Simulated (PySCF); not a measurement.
C3H9GeN, SMILES C=[CH][GeH2][NH]C.

Geometry optimised at PBE0-D3(BJ)/def2-SVP. This is a generated structure with no PubChem entry under its InChIKey; it may be hypothetical. The values are those of a single conformer.

Method: PBE0-D3(BJ)/def2-SVP (PySCF 2.14.0).

Frequencies are harmonic and unscaled.

Computed vibrational spectrum:
```
mode  ν (cm⁻¹)  IR (km/mol)  moving atoms (share of kinetic energy)
----  --------  -----------  --------------------------------------
1           48          0.2                 C 53 %, H 32 %, Ge 12 %
2           59          1.4                  H 42 %, C 30 %, N 22 %
3          128          1.2                 C 40 %, H 37 %, Ge 15 %
4          163          1.0                           H 86 %, N 9 %
5          258          2.5                 C 47 %, H 37 %, Ge 12 %
6          265          6.3                  C 40 %, H 35 %, N 23 %
7          477         12.2                          H 69 %, C 26 %
8          485         94.5                          H 69 %, N 21 %
9          553         63.9                 H 56 %, C 29 %, Ge 12 %
10         620         41.7                 H 41 %, C 40 %, Ge 15 %
11         661         41.9         H 42 %, N 34 %, Ge 14 %, C 10 %
12         693         35.3                          H 80 %, N 10 %
13         793        160.1                                  H 91 %
14         897         63.9                                  H 98 %
15         991         32.4                          H 73 %, C 27 %
16        1007          7.9                          H 84 %, C 16 %
17        1038         12.6                                  H 93 %
18        1090          7.1                          H 83 %, C 13 %
19        1140          0.7                          H 75 %, C 19 %
20        1163        102.6                  N 47 %, C 37 %, H 16 %
21        1270          0.8                          H 73 %, C 26 %
22        1384         20.3                  H 73 %, N 17 %, C 10 %
23        1417         12.2                          H 85 %, C 15 %
24        1444         10.8                          H 87 %, C 13 %
25        1469         19.5                                  H 94 %
26        1491          4.6                                  H 97 %
27        1690          3.6                          C 87 %, H 13 %
28        2084        182.8                                  H 99 %
29        2145        102.2                                  H 99 %
30        2976        110.5                                  H 96 %
31        3073         38.6                                  H 92 %
32        3119         22.2                           H 91 %, C 9 %
33        3137         12.4                                  H 95 %
34        3164          4.4                           H 91 %, C 9 %
35        3234          6.6                          H 89 %, C 11 %
36        3613         10.8                                  H 93 %
```
